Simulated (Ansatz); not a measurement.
A run on C₅H₁₂ClGaO (`C[CH2][Ga]([Cl])[O]C(C)C`) with other settings.

```yaml
crystal:
  periodic: [false, false, false]
  atoms:
    - {symbol: C, position_ang: [2.614957, -0.745180, -1.865534]}
    - {symbol: C, position_ang: [1.713011, 0.440133, -2.186302]}
    - {symbol: Ga, position_ang: [0.221238, 0.673124, -0.945329]}
    - {symbol: Cl, position_ang: [-1.236395, 2.245025, -1.228202]}
    - {symbol: O, position_ang: [0.049233, -0.419730, 0.439613]}
    - {symbol: C, position_ang: [-0.931076, -0.455882, 1.458811]}
    - {symbol: C, position_ang: [-0.909737, 0.811668, 2.292023]}
    - {symbol: C, position_ang: [-2.307007, -0.748477, 0.890917]}
    - {symbol: H, position_ang: [3.058683, -0.658697, -0.871597]}
    - {symbol: H, position_ang: [2.065951, -1.688846, -1.886918]}
    - {symbol: H, position_ang: [3.432848, -0.822126, -2.587883]}
    - {symbol: H, position_ang: [2.272620, 1.380731, -2.184665]}
    - {symbol: H, position_ang: [1.280648, 0.356246, -3.188064]}
    - {symbol: H, position_ang: [-0.640554, -1.295694, 2.104303]}
    - {symbol: H, position_ang: [0.096375, 0.997193, 2.674232]}
    - {symbol: H, position_ang: [-1.588581, 0.726757, 3.144425]}
    - {symbol: H, position_ang: [-1.223080, 1.672671, 1.694974]}
    - {symbol: H, position_ang: [-2.648651, 0.077311, 0.260475]}
    - {symbol: H, position_ang: [-3.036694, -0.885018, 1.693110]}
    - {symbol: H, position_ang: [-2.283780, -1.661192, 0.291610]}
basis:
  gaussian: {orbitals: def2-mTZVPP}
magnetization: {spin_polarized: true, initial_magnetization: 0}
hamiltonian: {xc: {name: r2SCANh}}
output: {forces: true}
```

```sh
$ ansatz run in.yaml --threads 4 --pin off --events-out ev --progress --plain --max-ram 46080MiB --backend cpu
```

Shortened log:

```
Functional definition: r2SCANh
2244 factors; integrals over basis functions are off by at most 1.2e-3 eV
mean field evaluation 1: about -72308.9534 eV, gradient 6.7e1 eV
mean field evaluation 2: about -72259.5988 eV, gradient 1.2e2 eV
mean field evaluation 4: about -72327.7025 eV, gradient 6.3e0 eV
mean field evaluation 8: about -72327.9824 eV, gradient 9.8e-1 eV
mean field evaluation 16: about -72327.9858 eV, gradient 3.9e-4 eV
mean field -72327.98580344 eV, -2658.0044526068 hartree, gradient 7.5e-5 eV, S^2 0.000000; 0 other end points of the search recorded, 0 dependent functions left out
reference -72327.98581758 eV, -2658.0044531264 hartree; 49, 49 occupied and 193, 193 virtual orbitals, 2244 factors
Total energy: -72327.98581758 eV, -2658.0044531264 hartree
Atom 0 at     2.614957    -0.745180    -1.865534 Å, force     0.070993    -0.109533     0.043284 eV/Å
Atom 1 at     1.713011     0.440133    -2.186302 Å, force    -0.046736     0.099751    -0.053351 eV/Å
Atom 2 at     0.221238     0.673124    -0.945329 Å, force     0.057937    -0.071852     0.012103 eV/Å
Atom 3 at    -1.236395     2.245025    -1.228202 Å, force    -0.070927     0.088382    -0.024717 eV/Å
Atom 4 at     0.049233    -0.419730     0.439613 Å, force     0.184733    -0.001103    -0.180573 eV/Å
Atom 5 at    -0.931076    -0.455882     1.458811 Å, force    -0.130571    -0.089520     0.227578 eV/Å
Atom 6 at    -0.909737     0.811668     2.292023 Å, force     0.006616     0.100445     0.065135 eV/Å
Atom 7 at    -2.307007    -0.748477     0.890917 Å, force    -0.107978    -0.024605    -0.047289 eV/Å
Atom 8 at     3.058683    -0.658697    -0.871597 Å, force    -0.015412     0.000045    -0.037310 eV/Å
Atom 9 at     2.065951    -1.688846    -1.886918 Å, force     0.018804     0.035353    -0.001712 eV/Å
Atom 10 at     3.432848    -0.822126    -2.587883 Å, force    -0.030969     0.006931     0.023530 eV/Å
Atom 11 at     2.272620     1.380731    -2.184665 Å, force    -0.002753    -0.024053    -0.006183 eV/Å
Atom 12 at     1.280648     0.356246    -3.188064 Å, force     0.017614    -0.001627     0.018248 eV/Å
Atom 13 at    -0.640554    -1.295694     2.104303 Å, force     0.006179     0.012221    -0.019350 eV/Å
Atom 14 at     0.096375     0.997193     2.674232 Å, force    -0.024970    -0.006298    -0.014713 eV/Å
Atom 15 at    -1.588581     0.726757     3.144425 Å, force     0.017289    -0.001989    -0.024889 eV/Å
Atom 16 at    -1.223080     1.672671     1.694974 Å, force     0.006046    -0.027999     0.006542 eV/Å
Atom 17 at    -2.648651     0.077311     0.260475 Å, force     0.016895    -0.015416     0.018518 eV/Å
Atom 18 at    -3.036694    -0.885018     1.693110 Å, force     0.022889     0.004038    -0.018485 eV/Å
Atom 19 at    -2.283780    -1.661192     0.291610 Å, force     0.004320     0.026829     0.013634 eV/Å
Dipole moment:     0.240593    -0.212680    -0.005351 e Å
```

Run time 16 s (4 threads of an AMD EPYC 7R13 on a shared host); peak host memory 1.4 GiB.
